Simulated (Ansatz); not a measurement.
Ansatz (a quantum-chemistry and plane-wave program) input (CCSD(T)/def2-SVPD):

Ansatz 0.2 input:
```yaml
crystal:
  periodic: [false, false, false]
  atoms:
    - {symbol: Ba, position_ang: [0.31812200, -0.15983617, 0.28994222]}
    - {symbol: Cl, position_ang: [1.21993507, 0.69217242, -2.15449770]}
    - {symbol: Cl, position_ang: [-2.26786636, -0.16565327, 1.19939393]}
basis:
  gaussian:
    orbitals: def2-SVPD
magnetization: {spin_polarized: false}
correlation: {method: ccsd_t, electrons: outside_noble_gas}
output: {forces: true}
```

Output:

```
Functional definition: HF
integrals: 0.07 GiB planned
710 factors; integrals over basis functions are off by at most 4.3e-4 eV
mean field: 0.25 GiB planned
mean field evaluation 1: about -25685.8397 eV, gradient 2.3e1 eV
mean field evaluation 2: about -25686.0831 eV, gradient 2.3e1 eV
mean field evaluation 4: about -25688.0349 eV, gradient 9.9e-1 eV
mean field evaluation 8: about -25688.0639 eV, gradient 2.1e-1 eV
mean field evaluation 16: about -25687.3905 eV, gradient 9.8e0 eV
mean field -25688.06444304 eV, -944.0189562862 hartree, gradient 1.4e-6 eV, S^2 0.000000; 0 other end points of the search recorded, 0 dependent functions left out
14 core orbitals not correlated, not the lowest: weight in the atoms' cores, before any rotation towards them, 0.728 or more for the frozen orbitals, at most 0.259 for the correlated occupied ones
reference -25688.06444304 eV, -944.0189562862 hartree; 8, 8 occupied and 65, 65 virtual orbitals, 710 factors
densities: 0.27 GiB planned
second order -8.49209870 eV of doubles, -0.00000000 eV of singles
coupled cluster: 0.20 GiB planned
cycle   1  -8.95872779 eV  change   -4.7e-1 eV  update   5.3e-2
cycle   2  -9.08218756 eV  change   -1.2e-1 eV  update   1.5e-2
cycle   3  -9.10947158 eV  change   -2.7e-2 eV  update   7.3e-3
cycle   4  -9.10929580 eV  change    1.8e-4 eV  update   1.7e-3
cycle   5  -9.10827403 eV  change    1.0e-3 eV  update   5.8e-4
cycle   6  -9.10806288 eV  change    2.1e-4 eV  update   1.9e-4
cycle   7  -9.10808606 eV  change   -2.3e-5 eV  update   6.4e-5
cycle   8  -9.10811288 eV  change   -2.7e-5 eV  update   2.0e-5
cycle   9  -9.10811572 eV  change   -2.8e-6 eV  update   5.9e-6
perturbative correction -0.21355787 eV, -0.0078481070 hartree
the calculation of the forces begins
Total energy: -25697.38611663 eV, -944.3615214722 hartree
Atom 0 at     0.318122    -0.159836     0.289942 Å, force     0.428647    -0.215368     0.390677 eV/Å
Atom 1 at     1.219935     0.692172    -2.154498 Å, force     0.315389     0.237967    -0.704713 eV/Å
Atom 2 at    -2.267866    -0.165653     1.199394 Å, force    -0.744036    -0.022599     0.314036 eV/Å
Dipole moment:     1.119462    -0.562459     1.020298 e Å
```
